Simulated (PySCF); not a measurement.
# [Tb(NH2)4]−: from a saddle point downhill

PySCF 2.14.0, RKS PBE0, Tb lcecp-1-SVP with ECP54, N def2-SVP, H def2-SVP; non-relativistic Hamiltonian with scalar-relativistic core potentials where named; density fitting; no spin-orbit coupling. Relaxed within the symmetry of its start, the geometry (D2d) is

```xyz
13

Tb    0.0000    0.0000    0.0000
N     1.1397    1.3895    1.3895
H     1.5432    1.1503    2.2964
H     1.5432    2.2964    1.1503
N    -1.1397   -1.3895    1.3895
H    -1.5432   -1.1503    2.2964
H    -1.5432   -2.2964    1.1503
N     1.1397   -1.3895   -1.3895
H     1.5432   -2.2964   -1.1503
H     1.5432   -1.1503   -2.2964
N    -1.1397    1.3895   -1.3895
H    -1.5432    2.2964   -1.1503
H    -1.5432    1.1503   -2.2964
```

and its lowest harmonic modes are -131, 77, 77, 77, 94, 96 cm⁻¹ (negative: unstable). It was moved along the lowest mode and relaxed again, within the group S4 that the move left.

(1) Where does it end, and how much lower?

(2) How do the contacts change?

No frequency check is given for the end.

An lcecp potential fixes the number of 4f electrons, so in runs with it no electron can move into or out of that shell.

State: singlet in the valence, with the 4f electrons in the core potential.

Answers

(1) In S4, 0.088 eV lower, after 24 steps:
```xyz
13

Tb    0.0000    0.0000    0.0000
N     1.3593    1.2268    1.3348
H     1.3089    1.4100    2.3368
H     2.2249    1.6690    1.0210
N    -1.3593   -1.3347    1.2268
H    -2.2255   -1.0210    1.6683
H    -1.3082   -2.3371    1.4103
N     1.3593   -1.2268   -1.3348
H     2.2249   -1.6690   -1.0210
H     1.3089   -1.4100   -2.3368
N    -1.3593    1.3347   -1.2268
H    -1.3082    2.3371   -1.4103
H    -2.2255    1.0210   -1.6683
```

(2) 
```json
{"contact": "Tb1–N2 (NH2)", "saddle (Å)": "2.272", "end (Å)": "2.266"}
{"contact": "Tb1–N5 (NH2)", "saddle (Å)": "2.272", "end (Å)": "2.266"}
{"contact": "Tb1–N8 (NH2)", "saddle (Å)": "2.272", "end (Å)": "2.266"}
{"contact": "Tb1–N11 (NH2)", "saddle (Å)": "2.272", "end (Å)": "2.266"}
```
